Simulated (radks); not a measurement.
Problem. Nd3+, 57 electrons, occupied as [Xe] 4f3 (the NIST ground configuration). Calculated with a radial shooting solver on a logarithmic mesh with Libxc functionals: Dirac Kohn-Sham, LB94 model potential, spin-unpolarised, spherical densities, finite nucleus; open shells fill j = l - 1/2 first; Fermi nuclear charge, rms radius 4.9123 fm. Some entries of the table are withheld. Estimate them.

| orbital | occ. | eigenvalue (hartree) | r(max) (bohr) | <r> (bohr) |
|---|---|---|---|---|
| 1s1/2 | 2 | -1601.176 | 0.01509 | 0.02360 |
| 2s1/2 | 2 | -260.5545 | 0.08557 | 0.1003 |
| 2p1/2 | 2 | -246.8476 | 0.06495 | (1) |
| 2p3/2 | 4 | -227.5541 | 0.07044 | (2) |
| 3s1/2 | 2 | -57.90992 | 0.2440 | 0.2656 |
| 3p1/2 | 2 | -51.98370 | 0.2308 | 0.2551 |
| 3p3/2 | 4 | -48.14675 | 0.2426 | 0.2675 |
| 3d3/2 | 4 | -37.76288 | 0.1939 | 0.2388 |
| 3d5/2 | 6 | -36.92976 | 0.1973 | 0.2427 |
| 4s1/2 | 2 | (3) | 0.5652 | 0.6071 |
| 4p1/2 | 2 | (4) | 0.5725 | 0.6228 |
| 4p3/2 | 4 | (5) | 0.5982 | 0.6512 |
| 4d3/2 | 4 | -5.82440 | 0.6141 | 0.6968 |
| 4d5/2 | 6 | -5.67513 | 0.6225 | 0.7068 |
| 5s1/2 | 2 | -2.73584 | (6) | 1.429 |
| 5p1/2 | 2 | -2.10716 | 1.410 | (7) |
| 5p3/2 | 4 | -1.97765 | 1.483 | (8) |
| 4f5/2 | 3 | -1.46613 | 0.6481 | 0.9376 |
| 4f7/2 | 0 | -1.44787 | 0.6530 | 0.9466 |
| 5d3/2 | 0 | -1.14788 | 1.930 | 2.232 |
| 5d5/2 | 0 | -1.13448 | 1.958 | 2.261 |
| 6s1/2 | 0 | -1.02838 | 2.966 | 3.128 |

Solution. 
(1) 2p1/2 <r> (bohr): 0.08399
(2) 2p3/2 <r> (bohr): 0.09041
(3) 4s1/2 eigenvalue (hartree): -12.56105
(4) 4p1/2 eigenvalue (hartree): -10.33406
(5) 4p3/2 eigenvalue (hartree): -9.50090
(6) 5s1/2 r(max) (bohr): 1.293
(7) 5p1/2 <r> (bohr): 1.590
(8) 5p3/2 <r> (bohr): 1.671
